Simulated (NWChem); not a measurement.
# dimethyl telluride (C₂H₆Te); SMILES C[Te]C

def2 effective core potentials on Te; no spin-orbit coupling.

### Question
Give the equilibrium geometry at PBE0/def2-SVP with def2 effective core potentials on Te (NWChem) as a list of bonds and angles, with the point group.

### Answer
point group C2v; any orientation.
Bond lengths (Å): C1–Te2 2.153, C1–H4 1.098, C1–H5 1.098, C1–H6 1.098, Te2–C3 2.153, C3–H7 1.098, C3–H8 1.098, C3–H9 1.098. Angles (°): Te2–C1–H4 110.0, Te2–C1–H5 107.3, Te2–C1–H6 110.1, H4–C1–H5 109.3, H4–C1–H6 110.6, H5–C1–H6 109.4, C1–Te2–C3 94.4, Te2–C3–H7 110.1, Te2–C3–H8 107.3, Te2–C3–H9 110.1, H7–C3–H8 109.3, H7–C3–H9 110.6, H8–C3–H9 109.4.
